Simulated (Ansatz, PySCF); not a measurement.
Constitutional and geometric isomers with formula C3H5Cl. All species are isolated molecules in the gas phase. Strings in code marks are SMILES.

Quantity: vertical ionisation energy (energy after one electron is removed minus that of the parent at the parent's geometry), in eV.

Level 1: frozen-core CCSD(T)/cc-pVTZ // PBE0-D3(BJ)/def2-TZVP (Ansatz, a program for electronic structure)
Level 2: PBE-D3(BJ)/def2-TZVP // PBE0-D3(BJ)/def2-TZVP (PySCF)
Level 3: ωB97X-D3(BJ)/def2-TZVP // PBE0-D3(BJ)/def2-TZVP (PySCF)
Level 4: SVWN5/6-31G* // PBE0-D3(BJ)/def2-TZVP (PySCF)

| species | level 2 | level 3 | level 4 |
|---|---|---|---|
| `C=C(C)Cl` | 9.37 | 9.66 | 9.44 |
| `C/C=C/Cl` | 9.15 | 9.47 | 9.21 |
| `ClC1CC1` | 9.80 | 10.30 | 9.86 |

Task: What does level 1 give for each, and how far do the other levels lie from it on average?

Result: 
- `C=C(C)Cl`: 9.71
- `C/C=C/Cl`: 9.54
- `ClC1CC1`: 10.21
Mean absolute difference from level 1, which has limits of its own, over these rows (drawn at random from the members that have all these levels): level 2 0.380 eV, level 3 0.068 eV, level 4 0.316 eV.
